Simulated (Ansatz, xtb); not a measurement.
**Relative energy of two isomers of C2H5GeNOSi**

Structure I is `N#[C][GeH2][SiH2]C=O`, a singlet and structure II is `N#C[SiH2][GeH2][CH]=O`, a singlet. Both are isolated molecules in the gas phase, relaxed with PBE0-D3(BJ)/def2-SVP; each stands in its lowest conformer found.

Question: Which of the two would you expect CCSD(T)/def2-SVP + ΔMP2/def2-TZVPP electronic energies to favour?

Answer: Not settled: CCSD(T)/def2-SVP + ΔMP2/def2-TZVPP gives E(II) − E(I) = −1.35 kcal/mol, but this leans on the basis-set step: CCSD(T) alone gives −0.46 kcal/mol.

Level by level:

| level | geometry | E(II) − E(I) (kcal/mol) | departure from the last row (kcal/mol) | job, with rough time for the two |
| --- | --- | --- | --- | --- |
| PBE0-D3(BJ)/def2-SVP | PBE0-D3(BJ)/def2-SVP | −1.73 | −0.37 | optimisation, 2.5 min |
| HF/def2-SVP | PBE0-D3(BJ)/def2-SVP | +0.04 | +1.39 | part of the CCSD(T) run |
| MP2/def2-SVP | PBE0-D3(BJ)/def2-SVP | −0.85 | +0.50 | part of the CCSD(T) run |
| CCSD(T)/def2-SVP | PBE0-D3(BJ)/def2-SVP | −0.46 | +0.89 | single point |
| CCSD(T)/def2-SVP + ΔMP2/def2-TZVPP | PBE0-D3(BJ)/def2-SVP | −1.35 |  | single point, 36 s |

As drawn, both hold the same kinds of bond in the same numbers.

HF/def2-SVP, CCSD(T)/def2-SVP find them nearly level. The largest departure from CCSD(T)/def2-SVP + ΔMP2/def2-TZVPP is that of HF/def2-SVP, 1.39 kcal/mol. Levels run at GFN2-xTB geometries aren't shown. The last row adds to CCSD(T) the change of the MP2 difference between the two basis sets, here −0.89 kcal/mol.

With thermal terms from frequencies at re-optimised GFN2-xTB minima (ideal gas, soft modes damped towards free rotors, one conformer each, 298.15 K, 1 atm): the zero-point term adds −0.43 kcal/mol; ΔH is −1.57 and ΔG −2.45 kcal/mol.

The correlated steps freeze 18 core orbitals; the filled d shell of Ge is correlated, in a basis made for valence electrons. Run with Ansatz 0.2.0, xtb 6.7.1; the last row on 2 threads of Intel(R) Xeon(R) 6975P-C (Granite Rapids) on a shared host.
